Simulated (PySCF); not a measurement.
Te(Cl)(NMe2) (C2H6ClNTe), SMILES CN(C)[Te]Cl.

Geometry: PBE0-D3(BJ)/def2-SVP. This is a generated structure with no PubChem entry under its InChIKey; it may be hypothetical. The def2 effective core potentials stand for the cores of Te; spin–orbit coupling is left out. Other conformers were not sampled.

Vertical ionisation energy (IE) and electron affinity (EA) in eV. Rows of orbital energies are one-electron estimates. Where ΔSCF, EOM or ADC give a negative EA the extra electron is unbound and the value depends on the basis.

```json
[
 {"level": "−ε(HOMO), −ε(LUMO), HF/def2-TZVP (PySCF)", "IE": "8.78", "EA": "-1.16"},
 {"level": "−ε(HOMO), −ε(LUMO), PBE/def2-TZVP (PySCF)", "IE": "5.12", "EA": "2.80"}
]
```
